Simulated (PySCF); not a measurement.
Excitations are Tamm–Dancoff values on a coarser integration grid. The basis has no diffuse functions, so Rydberg states are missing or too high.

Z-matrix (Å, degrees):
```
Si
H 1 1.4823
Si 1 2.1425 2 115.59
F 3 1.5996 1 126.94 2 32.43
H 3 1.4787 4 106.80 1 -158.61
Si 1 2.3074 2 119.70 3 -121.95
H 6 1.4834 1 113.76 2 35.93
H 6 1.4845 7 108.06 1 124.32
H 6 1.4861 7 109.43 8 117.77
```
Charge 0, multiplicity 1.

Problem. Predict the total energy, S1–T1 gap (TDA), S1 excitation (TDA), S1 oscillator strength and HOMO from PySCF with ωB97X-D3(BJ)/def2-TZVP.

Solution. 
| Quantity | Result |
|---|---|
| total energy | -971.4793 Ha |
| S1–T1 gap (TDA) | 1.99 eV |
| S1 excitation (TDA) | 3.94 eV |
| S1 oscillator strength | 0.028 |
| HOMO | -8.33 eV |
